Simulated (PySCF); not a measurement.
# Two-photon absorption: `C=C(C)/C=C/B(O)O`, C5H9BO2

Molfile (atoms numbered from 1):
```
C5H9BO2
     RDKit          3D

 17 16  0  0  0  0  0  0  0  0999 V2000
   -2.5367    1.3031   -0.4321 C   0  0  0  0  0  0  0  0  0  0  0  0
   -1.6625    0.3062   -0.2034 C   0  0  0  0  0  0  0  0  0  0  0  0
   -2.1023   -1.0353    0.2999 C   0  0  0  0  0  0  0  0  0  0  0  0
   -0.2378    0.5277   -0.4529 C   0  0  0  0  0  0  0  0  0  0  0  0
    0.7601   -0.3633   -0.2936 C   0  0  0  0  0  0  0  0  0  0  0  0
    2.2651   -0.0590   -0.5836 B   0  0  0  0  0  0  0  0  0  0  0  0
    2.7334    1.1640   -0.9770 O   0  0  0  0  0  0  0  0  0  0  0  0
    3.1650   -1.0682   -0.4367 O   0  0  0  0  0  0  0  0  0  0  0  0
   -2.2018    2.2764   -0.8022 H   0  0  0  0  0  0  0  0  0  0  0  0
   -3.6084    1.1769   -0.2584 H   0  0  0  0  0  0  0  0  0  0  0  0
   -1.8426   -1.8299   -0.4180 H   0  0  0  0  0  0  0  0  0  0  0  0
   -3.1873   -1.0626    0.4670 H   0  0  0  0  0  0  0  0  0  0  0  0
   -1.5996   -1.2850    1.2480 H   0  0  0  0  0  0  0  0  0  0  0  0
   -0.0040    1.5410   -0.8120 H   0  0  0  0  0  0  0  0  0  0  0  0
    0.5068   -1.3705    0.0559 H   0  0  0  0  0  0  0  0  0  0  0  0
    2.0439    1.8290   -1.0516 H   0  0  0  0  0  0  0  0  0  0  0  0
    4.0588   -0.7705   -0.6398 H   0  0  0  0  0  0  0  0  0  0  0  0
  1  2  2  0
  2  3  1  0
  2  4  1  0
  4  5  2  0
  5  6  1  0
  6  7  1  0
  6  8  1  0
  1  9  1  0
  1 10  1  0
  3 11  1  0
  3 12  1  0
  3 13  1  0
  4 14  1  0
  5 15  1  0
  7 16  1  0
  8 17  1  0
M  END
```

Method used: PySCF, TDDFT CAM-B3LYP/def2-SVPD excited states, vertical, gas phase. Geometry: PBE0-D3(BJ)/def2-SVP.

Q: Give the one- and two-photon strengths of the lowest singlets.

A: δ for parallel linear polarisation; σ at the peak of a Lorentzian of half width 0.1 eV, single beam; Ω is circular over linear.
| state | E (eV) | f | photon λ (nm) | δ (au) | σ (GM) | Ω | main |
| --- | --- | --- | --- | --- | --- | --- | --- |
| S1 | 5.39 | 0.701 | 460 | 126 | 1.34 | 0.74 | HOMO→LUMO 0.98 |
| S2 | 6.28 | 0.000 | 395 | 29.8 | 0.43 | 1.50 | HOMO→LUMO+1 0.81, HOMO→LUMO+2 0.14 |
| S3 | 6.49 | 0.001 | 382 | <0.1 | 0.00 | – | HOMO−2→LUMO 0.95 |
| S4 | 7.03 | 0.010 | 353 | 1510 | 27.30 | 0.71 | HOMO−1→LUMO 0.81, HOMO→LUMO+5 0.13 |
| S5 | 7.06 | 0.002 | 351 | 107 | 1.96 | 1.27 | HOMO→LUMO+3 0.80, HOMO→LUMO+2 0.08 |

Among these, the strongest one-photon state is S1, the strongest two-photon state S4, with a dipole change of 1.0 D (relaxed, norm of the difference vector).
